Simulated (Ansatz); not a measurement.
MoOCl4 (MoCl4O). The state is a singlet with charge 0. Geometry relaxed at PBE-D4/def2-SVP.

```tsv
atom	x (Å)	y (Å)	z (Å)
Mo1	0.017	-0.070	-0.045
O2	0.352	-1.443	-0.922
Cl3	2.103	0.834	0.363
Cl4	0.047	-0.803	2.146
Cl5	-2.287	-0.080	0.118
Cl6	-0.232	1.561	-1.661
```

In the def2 sets Mo takes a core potential; there is no spin–orbit coupling. The restricted singlet is unstable towards broken spin symmetry in Hartree–Fock (as tested in another run); at PBE-D4/def2-SVP this wasn't settled.

Task: Estimate the harmonic wavenumbers at RKS PBE-D4/def2-SVP (Ansatz, unscaled). Is this a minimum?

Result: 41, 155, 155, 169, 214, 252, 252, 302, 374, 397, 397, 1035 cm⁻¹. Yes, no mode is imaginary beyond noise. Zero-point energy 22.4 kJ/mol. Run time 61 s (2 threads of AMD EPYC 7R13 on a shared host).
